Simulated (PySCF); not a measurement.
Level of theory: core-valence-separated Tamm–Dancoff BHandHLYP/aug-pcX-1 (pcseg-1 on H) in PySCF, non-relativistic, gas phase, PBE0-D3(BJ)/def2-SVP geometry. No shift to experiment was applied.

Main lines of an unknown, eV (oscillator strength): C K: 281.8 (0.025), 281.9 (0.068), 284.1 (0.040), 285.2 (0.014), 285.4 (0.011); B K: 185.2 (0.079), 190.9 (0.013). Listed: the first five lines at most of each edge with a tenth or more of its strongest line's intensity; roots within 0.03 eV on the same or equivalent atoms are summed. Only the lowest roots were sought, and the top ones are left out.

Question: Which candidate gives them?
A. `B[C@H](C)CC=C`
B. `CB1CCCC1`
C. `BC1CCCC1`
D. `B/C=C(\C)CC`

Answer: D. 

- `B/C=C(\C)CC`: C K: 281.8 (0.025), 281.9 (0.068), 284.1 (0.040), 285.2 (0.014), 285.4 (0.011); B K: 185.2 (0.079), 190.9 (0.013). First C line listed at 281.8 eV, hole on the alkene CH carbon (1s→π*); first B line listed at 185.2 eV, hole on the three-coordinate boron.
- `BC1CCCC1`: C K: 283.4 (0.004), 284.7 (0.010), 285.0 (0.023), 285.2 (0.022), 285.5 (0.014); B K: 185.4 (0.089), 191.4 (0.021). First C line listed at 283.4 eV, hole on the sp3 carbon bound to boron; first B line listed at 185.4 eV, hole on the three-coordinate boron.
- `CB1CCCC1`: C K: 284.6 (0.006), 284.7 (0.024), 285.3 (0.023), 285.3 (0.050), 285.5 (0.027); B K: 185.9 (0.092). First C line listed at 284.6 eV, hole on the sp3 carbon bound to boron; first B line listed at 185.9 eV, hole on the three-coordinate boron.
- `B[C@H](C)CC=C`: C K: 282.6 (0.056), 282.7 (0.065), 285.2 (0.025), 285.4 (0.014), 285.5 (0.007); B K: 185.3 (0.089), 191.4 (0.010). First C line listed at 282.6 eV, hole on the terminal =CH2 carbon (1s→π*); first B line listed at 185.3 eV, hole on the three-coordinate boron.

One conformer each; other structures than these candidates weren't tested.

The values belong to the conformer `[BH2:1]/[CH:2]=[C:3](\[CH3:4])[CH2:5][CH3:6]`: C2–C3–C5–C6 104°.
